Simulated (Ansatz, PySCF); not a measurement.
H2O3S, SMILES [SH](=O)(=O)O.

Coordinates come from a PBE-D3(BJ)/def2-SVP optimisation. Other conformers were not sampled.

Vertical ionisation energy (IE) and electron affinity (EA) in eV. Rows of orbital energies are one-electron estimates. Where ΔSCF, EOM or ADC give a negative EA the extra electron is unbound and the value depends on the basis.

```csv
level,IE,EA
"−ε(HOMO), −ε(LUMO), B3LYP/def2-TZVPD (PySCF)",9.44,0.78
"−ε(HOMO), −ε(LUMO), PBE/def2-TZVPD (PySCF)",8.07,1.26
"ΔSCF, PBE0/def2-SVPD (Ansatz), final states of multiplicity 2 and 2",12.19,-0.85
"ΔSCF, PBE/def2-SVPD (Ansatz), final states of multiplicity 2 and 2",…,…
```

Task: Complete the blanks. (The exact figures need the calculation; the answer reports its results.)

Result: 
- ΔSCF, PBE/def2-SVPD (Ansatz, a first-principles code), final states of multiplicity 2 and 2, IE: 11.80
- ΔSCF, PBE/def2-SVPD (Ansatz), final states of multiplicity 2 and 2, EA: -0.77

Task: What vertical singlet–triplet gap does ΔSCF give with PBE0/def2-SVPD (Ansatz) and with PBE/def2-SVPD (Ansatz)? (The exact figures need the calculation; the answer reports its results.)

Result: 7.36 and 6.86 eV (triplet above singlet where positive).
